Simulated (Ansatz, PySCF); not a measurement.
This Ansatz (a first-principles code) input computes a BLYP/def2-TZVPD energy:

Ansatz 0.2 input:
```yaml
crystal:
  periodic: [false, false, false]
  atoms:
    - {symbol: C, position_ang: [-0.58948698, 0.07484221, -0.49893396]}
    - {symbol: C, position_ang: [0.83140566, -0.16547035, -0.19588443]}
    - {symbol: Cl, position_ang: [1.03358835, -1.27116161, 1.24227772]}
    - {symbol: Cl, position_ang: [1.72363634, 1.35556209, 0.07352472]}
    - {symbol: Cl, position_ang: [-1.36654689, -1.03321451, -1.54127038]}
    - {symbol: Cl, position_ang: [-1.55295915, 1.02081697, 0.53079250]}
    - {symbol: H, position_ang: [1.30727087, -0.68028146, -1.02160706]}
basis:
  gaussian:
    orbitals: def2-TZVPD
hamiltonian:
  xc: {name: BLYP}
magnetization: {spin_polarized: true, initial_magnetization: 1}
output: {forces: true}
```

**Question.** Write an input for the same energy in PySCF and say what it gives.

**Answer.** 
```python
from pyscf import gto, scf, dft

mol = gto.M(
    atom='''
    C    -0.58948698    0.07484221   -0.49893396
    C     0.83140566   -0.16547035   -0.19588443
    Cl    1.03358835   -1.27116161    1.24227772
    Cl    1.72363634    1.35556209    0.07352472
    Cl   -1.36654689   -1.03321451   -1.54127038
    Cl   -1.55295915    1.02081697    0.53079250
    H     1.30727087   -0.68028146   -1.02160706
    ''',
    basis='def2-tzvpd',
    charge=0,
    spin=1,
    verbose=4,
)

mf = dft.UKS(mol, xc='blyp').density_fit(auxbasis='def2-universal-jkfit')
mf.grids.level = 3
mf.conv_tol = 1e-9
mf.max_cycle = 100
mf.max_memory = 1500
mf.kernel()
if not mf.converged:
    mf = mf.newton()
    mf.kernel(mf.make_rdm1())
for _ in range(2):
    mo, _, stable, _ = mf.stability(return_status=True)
    if stable:
        break
    mf.kernel(mf.make_rdm1(mo, mf.mo_occ))
mf.analyze()
```
It gives -1917.60040 Eh, and Ansatz -1917.60031 Eh, a difference of 0.09 mEh, from the treatment of integrals and grids.

It need not be the lowest isomer of its formula.
